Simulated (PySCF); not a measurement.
**State search for PbBr⁺**

Unrestricted PBE0; Pb cc-pVDZ-PP with ECP60, Br cc-pVDZ-PP with ECP10; scalar-relativistic core potentials (PySCF 2.14). Outer shells of the fragments: Pb+ 5d10 6s2 6p1; Br 3d10 4s2 4p5.

Followed along the bond (rough minima from three points):

```json
{"2Ms+1": "1", "unpaired": "none", "⟨S²⟩ at the start": "0.00", "R at minimum (Å)": "2.51", "Te (eV)": "0.00"}
{"2Ms+1": "3", "unpaired": "π ↑↑", "⟨S²⟩ at the start": "2.00", "R at minimum (Å)": "none in the scan", "Te (eV)": "≤ 2.96"}
```

Solutions found at the starting distance of 2.610 Å, counted from the lowest of them; the search is not exhaustive and high or unbound solutions are not listed, so other states can lie among these:

```tsv
2Ms+1	unpaired	term	E (eV)	⟨S²⟩	⟨Lz²⟩	μ (D)
1	none	¹Σ⁺	0.00	0.00	0.00	-4.21
3	π ↑↑	mixed	3.27	2.00	2.01	1.00
3	π ↑↑	mixed	3.40	2.00	2.01	0.96
1	π ↑↓	mixed	3.41	1.01	2.01	0.95
3	σ ↑, π ↑	³Π	3.62	2.01	1.00	-1.02
3	σ ↑, π ↑	³Π	5.22	2.00	1.01	0.88
3	σ ↑↑	³Σ⁺	5.33	2.00	0.00	-0.84
```

A term symbol is given only where ⟨S²⟩ and ⟨Lz²⟩ are close to those of a pure state; real π, δ and φ orbitals otherwise mix terms. A positive dipole points towards Br; it is taken about the centre of mass and depends on that origin.

These are scalar-relativistic numbers at best; spin–orbit coupling would shift them, the dissociation energy most. Counting both spins, an empty level lies below a filled one in some of these solutions, because spin and occupation are held.
